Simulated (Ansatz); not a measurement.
Total energies of CHClNSi (`N#C[SiH]Cl`) radical.

| atom | x (Å) | y (Å) | z (Å) |
| --- | --- | --- | --- |
| N1 | -0.0029 | 1.6665 | -1.5679 |
| C2 | 0.0471 | 0.7627 | -0.8517 |
| Si3 | 0.2482 | -0.7395 | 0.1816 |
| Cl4 | 0.7244 | -0.1809 | 2.0793 |
| H5 | -1.0168 | -1.5088 | 0.1587 |

The species carries charge 0 and has multiplicity 2. All single points use the PBE0-D4/def2-TZVP geometry. Basis def2-TZVPP, Ansatz 0.2.0.

RPA on PBE orbitals: Hartree–Fock energy of these orbitals -841.35334 Eh, correlation -1.00463 Eh (frozen core).

| functional | energy without D4 (Eh) | D4 term (kJ/mol) |
| --- | --- | --- |
| LDA (SPW92) | -839.75369 | – |
| PBE | -842.75263 | -12.4 |
| revPBE | -843.03264 | -34.3 |
| BLYP | -843.17868 | -27.2 |
| r2SCAN | -843.09194 | -2.8 |
| B97M-V | -842.99637 | – |
| PBE0 | -842.81379 | -10.5 |
| B3LYP | -843.23381 | -20.3 |
| r2SCANh | -843.08189 | -3.1 |
| r2SCAN0 | -843.06775 | -3.4 |
| HSE06 (plane-wave form) | -842.79507 | -9.9 |
| BHLYP | -843.14510 | -16.8 |
| CAM-B3LYP | -843.17294 | -10.8 |
| LC-ωPBE | -842.90394 | – |
| ωB97X-V | -843.04988 | – |
| ωB97M-V | -843.13028 | – |
| B2PLYP | -842.88164 | – |
| PBE-QIDH | -842.62831 | – |

B3LYP takes the VWN-RPA correlation (the form of Gaussian; ORCA's B3LYP/G). HSE06 is the plane-wave form, built on full-range PBE exchange. The double hybrids freeze the cores in their second-order part.

LC-ωPBE has ω = 0.4 bohr⁻¹.
